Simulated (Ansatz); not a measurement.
Relaxation of C₂H₇ClFNSi (13 atoms, charge 0, multiplicity 1), to a largest force component of 0.015 eV/Å in at most 40 steps.

The calculation used RKS PBE0-D4/def2-SVP (Ansatz 0.2.0).

```xyz
13
Properties=species:S:1:pos:R:3
C -0.124 -1.654 0.546
Si 0.330 0.115 0.068
N 1.148 0.057 -1.441
C -1.039 1.297 0.066
F -0.694 2.513 -0.352
Cl -1.787 1.435 1.706
H -0.893 -1.999 -0.159
H -0.567 -1.619 1.532
H 0.690 -2.271 0.566
H 1.387 0.567 1.037
H 1.468 1.000 -1.652
H 2.061 -0.465 -1.283
H -1.959 0.989 -0.621
```

Task: Where does it end, and by what steps?

Result: The run converged. After 11 steps the energy has fallen by 0.729 eV; H12 moved furthest, 0.52 Å.

```
step  energy less start (eV)  largest force component (eV/Å)  accepted
   0                  0.0000                           4.344       yes
   1                 -0.5876                           1.428       yes
   2                 -0.6874                           0.485       yes
   3                 -0.6457                           0.716        no
   4                 -0.7104                           0.270       yes
   5                 -0.7196                           0.434       yes
   6                 -0.7248                           0.283       yes
   7                 -0.6811                           1.495        no
   8                 -0.7271                           0.091       yes
   9                 -0.7280                           0.078       yes
  10                 -0.7284                           0.044       yes
  11                 -0.7285                           0.014       yes
```

```xyz
13
Properties=species:S:1:pos:R:3
C -0.118 -1.615 0.582
Si 0.454 0.116 0.181
N 1.179 0.143 -1.390
C -1.047 1.295 0.066
F -0.632 2.549 -0.283
Cl -1.869 1.353 1.659
H -0.756 -2.015 -0.221
H -0.696 -1.611 1.518
H 0.736 -2.298 0.714
H 1.289 0.671 1.294
H 1.515 1.024 -1.763
H 1.779 -0.620 -1.684
H -1.815 0.975 -0.657
```

Whether the end is a true minimum wasn't checked by a vibrational analysis.

Run time: 33 s on 2 threads of Intel(R) Xeon(R) 6975P-C (Granite Rapids), on a shared host, peak memory 0.34 GiB.
